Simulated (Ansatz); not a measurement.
`[F][GeH2][CH2][SiH3]` and `[NH2][GeH2][CH2][SiH3]` differ in one atom or group.

Ansatz, PBE0-D4/def2-TZVP geometries, multiplicity 1. Each molecule was computed in one conformer, which needn't be the lowest.

Scalar relativity is left out up to krypton.

| property | `[F][GeH2][CH2][SiH3]` |
| --- | --- |
| LUMO energy (ωB97M-V/def2-TZVPP) / eV | 1.83 |
| HOMO energy (ωB97M-V/def2-TZVPP) / eV | -10.98 |
| HOMO energy (PBE/def2-TZVPP) / eV | -7.52 |
| LUMO energy (B3LYP/def2-TZVPP) / eV | -0.14 |
| HOMO energy (B3LYP/def2-TZVPP) / eV | -8.60 |
| HOMO–LUMO gap (PBE/def2-TZVPP) / eV | 6.75 |

Problem. What does the change do to each property? (An estimate is asked.)

Solution. Computed: 
```json
{"property": "LUMO energy (ωB97M-V/def2-TZVPP) / eV", "`[NH2][GeH2][CH2][SiH3]`": "2.00", "shift": "0.17"}
{"property": "HOMO energy (ωB97M-V/def2-TZVPP) / eV", "`[NH2][GeH2][CH2][SiH3]`": "-9.63", "shift": "1.35"}
{"property": "HOMO energy (PBE/def2-TZVPP) / eV", "`[NH2][GeH2][CH2][SiH3]`": "-5.87", "shift": "1.65"}
{"property": "LUMO energy (B3LYP/def2-TZVPP) / eV", "`[NH2][GeH2][CH2][SiH3]`": "0.20", "shift": "0.34"}
{"property": "HOMO energy (B3LYP/def2-TZVPP) / eV", "`[NH2][GeH2][CH2][SiH3]`": "-7.05", "shift": "1.55"}
{"property": "HOMO–LUMO gap (PBE/def2-TZVPP) / eV", "`[NH2][GeH2][CH2][SiH3]`": "5.55", "shift": "-1.20"}
```

With PBE0 the HOMO rises by 1.52 eV and the LUMO rises by 0.39 eV, so the gap narrows by about 1.13 eV. PBE moves the HOMO by 1.65 eV and ωB97M-V by 1.35 eV.

B3LYP here is the variant with VWN-RPA as its local correlation; programs differ in this.
